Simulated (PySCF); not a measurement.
**Charge on either side of a bond**

Compound: C7H17AlOSi.
SMILES with atom numbers: `[CH3:1][Si:2]([CH3:3])([CH3:4])[O:5][C@H:6]1[CH2:7][CH2:8][AlH:9][CH2:10]1` (hydrogens: H11, H12, H13 on C1; H14, H15, H16 on C3; H17, H18, H19 on C4; H20 on C6; H21, H22 on C7; H23, H24 on C8; H25 on Al9; H26, H27 on C10)

Cartesian coordinates in Å at the PBE0-D3(BJ)/def2-SVP level; atoms count from 1:
```xyz
27
C7H17AlOSi angstrom
C      1.6107    1.9244   -0.7515
Si     1.7233    0.3024    0.1891
C      2.2072   -1.0780   -0.9894
C      2.9353    0.4295    1.6049
O      0.2499   -0.0620    0.9048
C     -0.9718   -0.1824    0.2129
C     -1.7153   -1.4157    0.7489
C     -3.1168   -1.5547    0.1327
Al    -3.6306    0.3389   -0.0303
C     -1.8447    1.0710    0.3372
H      0.8611    1.8715   -1.5571
H      1.3284    2.7512   -0.0812
H      2.5784    2.1770   -1.2155
H      3.1795   -0.8719   -1.4651
H      1.4651   -1.2011   -1.7946
H      2.2860   -2.0375   -0.4546
H      3.9526    0.6464    1.2417
H      2.6402    1.2333    2.2969
H      2.9676   -0.5120    2.1745
H     -0.7796   -0.3598   -0.8690
H     -1.0828   -2.3059    0.5907
H     -1.7871   -1.2834    1.8438
H     -3.7706   -2.2203    0.7180
H     -3.0566   -2.0087   -0.8758
H     -5.0189    1.0526   -0.3445
H     -1.8181    1.3913    1.3985
H     -1.4591    1.9184   -0.2498
```

Atomic charges (e) from the PBE0/pcSseg-1 density (PySCF):

| atom | Mulliken | IAO | Hirshfeld | ESP-fitted |
| --- | --- | --- | --- | --- |
| C1 | -0.6486 | -0.7398 | -0.2205 | -0.8185 |
| Si2 | +1.0541 | +1.2906 | +0.4501 | +1.3543 |
| C3 | -0.6436 | -0.7407 | -0.2215 | -0.9540 |
| C4 | -0.6339 | -0.7303 | -0.2174 | -0.7637 |
| O5 | -0.6438 | -0.6416 | -0.2257 | -0.9215 |
| C6 | +0.0449 | +0.1127 | +0.0418 | +0.9186 |
| C7 | -0.1769 | -0.2493 | -0.0834 | +0.1921 |
| C8 | -0.6021 | -0.6258 | -0.2242 | -0.6837 |
| Al9 | +0.8772 | +0.8738 | +0.5392 | +0.8220 |
| C10 | -0.5473 | -0.6335 | -0.2349 | -0.7568 |
| H11 | +0.1349 | +0.1455 | +0.0378 | +0.1784 |
| H12 | +0.1417 | +0.1518 | +0.0409 | +0.1826 |
| H13 | +0.1368 | +0.1497 | +0.0397 | +0.1593 |
| H14 | +0.1353 | +0.1499 | +0.0397 | +0.2043 |
| H15 | +0.1356 | +0.1461 | +0.0372 | +0.2027 |
| H16 | +0.1415 | +0.1521 | +0.0409 | +0.2099 |
| H17 | +0.1352 | +0.1484 | +0.0401 | +0.1460 |
| H18 | +0.1413 | +0.1547 | +0.0429 | +0.1750 |
| H19 | +0.1427 | +0.1554 | +0.0433 | +0.1761 |
| H20 | +0.0948 | +0.0901 | +0.0239 | -0.1626 |
| H21 | +0.1238 | +0.1338 | +0.0323 | -0.0528 |
| H22 | +0.1187 | +0.1287 | +0.0328 | -0.0167 |
| H23 | +0.1369 | +0.1448 | +0.0294 | +0.1280 |
| H24 | +0.1345 | +0.1387 | +0.0264 | +0.1130 |
| H25 | -0.2111 | -0.1945 | -0.1672 | -0.2933 |
| H26 | +0.1381 | +0.1484 | +0.0291 | +0.1549 |
| H27 | +0.1392 | +0.1402 | +0.0274 | +0.1062 |

Q: Cut each of the bonds C1–Si2, Si2–O5 and C6–O5 in turn and sum the charges on the side of the atom named first.

A: In e; the other side holds the opposite charge:

| bond cut | piece | atoms | Mulliken | IAO | Hirshfeld | ESP-fitted |
| --- | --- | --- | --- | --- | --- | --- |
| C1–Si2 | CH3 | 4 | -0.235 | -0.293 | -0.102 | -0.298 |
| Si2–O5 | C3H9Si | 13 | +0.373 | +0.433 | +0.153 | +0.452 |
| C6–O5 | C4H8Al | 13 | +0.271 | +0.208 | +0.073 | +0.469 |

Extremes among these pieces. Mulliken: lowest CH3 at C1, highest C3H9Si at Si2; IAO: lowest CH3 at C1, highest C3H9Si at Si2; Hirshfeld: lowest CH3 at C1, highest C3H9Si at Si2; ESP-fitted: lowest CH3 at C1, highest C4H8Al at C6.

Q: Do the schemes agree better on the pieces than on the single atoms at the cuts?

A: The spread between schemes averages 0.297 e for the pieces and 0.793 e for the atoms named first; it is smaller for the piece at 3 of the 3 cuts. On average they agree better on the pieces.

The structure is a single PBE0-D3(BJ)/def2-SVP conformer in the gas phase; no vibrational or solvent corrections.
